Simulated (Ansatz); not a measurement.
Relaxation of BH4NO2 (8 atoms, charge 0, multiplicity 1), to a largest force component of 0.02 eV/Å in at most 40 steps.

The calculation used RKS PBE-D4/def2-SVP in Ansatz 0.2.0.

```xyz
8
Properties=species:S:1:pos:R:3:forces:R:3
B 0.000 0.000 0.000 1.59 -0.10 -0.51
O 0.000 0.000 1.410 -0.99 -0.88 -0.81
H -0.909 -0.281 1.747 1.21 0.79 -0.44
N 1.342 0.000 -0.775 -1.11 0.43 0.86
H 1.809 -0.918 -1.027 -0.60 1.70 0.33
H 1.794 0.918 -1.053 -0.47 -1.71 0.32
O -1.221 0.000 -0.705 -0.13 -1.72 0.50
H -1.731 -0.847 -0.496 0.51 1.51 -0.24
```

Question: Where does it end, and by what steps?

Answer: The run converged. After 8 steps the energy has fallen by 1.403 eV; H5 moved furthest, 0.99 Å.

| step | energy less start (eV) | largest force component (eV/Å) | accepted |
| --- | --- | --- | --- |
| 0 | 0.0000 | 1.720 | yes |
| 1 | -0.3184 | 2.598 | yes |
| 2 | -0.4962 | 2.064 | yes |
| 3 | -0.7521 | 0.942 | yes |
| 4 | -0.9336 | 1.460 | yes |
| 5 | -1.1834 | 0.833 | yes |
| 6 | -1.3477 | 0.363 | yes |
| 7 | -1.4023 | 0.035 | yes |
| 8 | -1.4031 | 0.020 | yes |

```xyz
8
Properties=species:S:1:pos:R:3
B 0.046 -0.151 -0.065
O -0.043 0.260 1.259
H -0.928 0.147 1.639
N 1.287 0.015 -0.728
H 1.435 -0.278 -1.690
H 2.097 0.428 -0.273
O -1.003 -0.713 -0.784
H -1.808 -0.835 -0.257
```

Whether the end is a true minimum wasn't checked by a vibrational analysis.

The run took 17 s on 1 thread of Arm Neoverse V2, with other jobs on the host, peak memory 0.13 GiB.
